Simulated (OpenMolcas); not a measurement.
**Se: effect of the active space**

```yaml
Program: OpenMolcas 26.06
Method: CASSCF or its RAS form
Basis: ANO-R3
Scalar_Hamiltonian: X2C, finite nucleus
Spin-orbit_coupling: RASSI with atomic mean-field integrals over the reference wave functions, term energies averaged over their components
```

A. 4 electrons in 3 orbitals (4p); 2S+1 = 3 even, 3 roots; 2S+1 = 1 even, 6 roots; cost about 4 core-seconds
B. 6 electrons in 4 orbitals (4s 4p); 2S+1 = 3 even, 3 roots; 2S+1 = 1 even, 6 roots; cost roughly 11 core-seconds
C. 4 electrons in 9 orbitals (RAS2 4p; RAS3 4d 5s, at most 1 electron); 2S+1 = 3 even, 3 roots; 2S+1 = 1 even, 6 roots; 2S+1 = 5 odd, 1 root; 2S+1 = 3 odd, 9 roots; 2S+1 = 1 odd, 8 roots; cost about 27 core-seconds

Energies in eV above 4s² 4p⁴ ³P₂, the measured ground level; measured values from NIST Handbook of Basic Atomic Spectroscopic Data.

```
      Level       A       B       C  Measured
4s² 4p⁴ ³P₂  0.0000  0.0000  0.0000    0.0000
4s² 4p⁴ ³P₁  0.2249  0.2249  0.2249    0.2467
4s² 4p⁴ ³P₀  0.3017  0.2939  0.3017    0.3142
4s² 4p⁴ ¹D₂  1.4619  1.4616  1.4619    1.1873
4s² 4p⁴ ¹S₀  3.4480  2.7031  3.4479    2.7830
```

Deviations, from unrounded energies. A percentage is the sum of absolute deviations over the sum of measured energies, with the sign that they share, or ± where signs differ.

```csv
Against measurement,Levels,A,B,C
mean absolute deviation (cm-1),4,2000,800,2000
fine structure of the ground term (%),2,-6.1,-7.5,-6.1
other terms of the ground configuration (%),2,+23.7,±8.9,+23.7
```

B lies closest to measurement on these levels and A furthest from it. The largest miss of B in the table is 4s² 4p⁴ ¹D₂, by +2200 cm-1. The ranking rests on the paired levels alone, and a cruder setting can come out closer through cancelling errors.

Among A to C the level of the table that moves most is 4s² 4p⁴ ¹S₀, by 6000 cm-1 (lowest in B, highest in A).

Without dynamic correlation excited terms often stand tens of per cent too high (terms of higher spin than the ground term too low), and those without a measured partner can miss by more than the paired ones. With the s shell closed, the reference lacks s² → p² mixing (holds for A; C). No level of 4s² 4p³ 4d was computed, though it lies in the active space (holds for C). Computed and measured levels are paired by configuration, term and J; levels that our copy of the source lacks, or whose pairing is in doubt (as where it misses far off the trend of its configuration), stay unpaired and out of the deviations. Levels of configurations outside the active space are missing. Levels that lie high or do not pair safely by name in every column are left out.
